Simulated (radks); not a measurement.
Values are calculated unless marked as measured or tabulated.
Cd II, configuration [Kr] 4d9.75 5s1 4f0.25 (fractional occupations, a model configuration).

Level of theory: scalar-relativistic Kohn-Sham, SCAN, spin-polarised, spherical densities, finite nucleus; open shells are filled with parallel spins first (spin-orbit coupling, left out, can overturn this in heavy ions); meta-GGA in the generalised Kohn-Sham scheme; Fermi nuclear charge, rms radius 4.6087 fm (a radial shooting solver on a logarithmic mesh with Libxc functionals).

Energy parts (eV):
| part | energy |
|---|---|
| total | -152252.511 |
| kinetic | 158431.709 |
| electron-nucleus | -367559.178 |
| Hartree | 61091.164 |
| exchange-correlation | -4216.206 |

Orbitals (lengths in bohr, moments of r in powers of bohr; <r^-3> diverges for s and p1/2):
orbital  occ.  eigenvalue (eV)    <r^-3>
1s up       1        -26587.75         -
1s down     1        -26587.71         -
2s up       1        -3973.131         -
2s down     1        -3973.074         -
2p up       3        -3562.703      4069
2p down     3        -3562.645      4069
3s up       1        -756.6607         -
3s down     1        -756.6162         -
3p up       3        -620.8027     738.5
3p down     3        -620.7466     738.4
3d up       5        -409.1418     100.7
3d down     5        -409.0628     100.7
4s up       1        -121.1477         -
4s down     1        -120.8879         -
4p up       3         -81.0974     123.2
4p down     3         -80.8435     123.2
4d up       5         -23.9132     10.46
4d down  4.75         -23.3937     10.69
4f up    0.25          -1.6788  0.001090
5s up       1         -15.7668         -

The highest occupied level is 4f up at -1.679 eV. The spin density at the nucleus is 30.01 e/bohr^3 (1s 0.14, 2s 0.01, 3s 0.15, 4s 0.43, 5s 29.28). The electron density at the nucleus is 1.636e+05 e/bohr^3 (large components only). Summed over all electrons, <r^2> = 79.06 bohr^2, which gives a Langevin (diamagnetic) susceptibility term of -62.6 x 10^-6 cm^3/mol. Spin moment in Bohr magnetons: 1.5.

Run on one thread of a shared host, so times are rough (Arm Neoverse N1): 0.34 s of CPU time, 0.34 s wall, 17 iterations on 2314 mesh points.

Empty levels of this run are not shown, since the potential may be unsettled where no density lies.
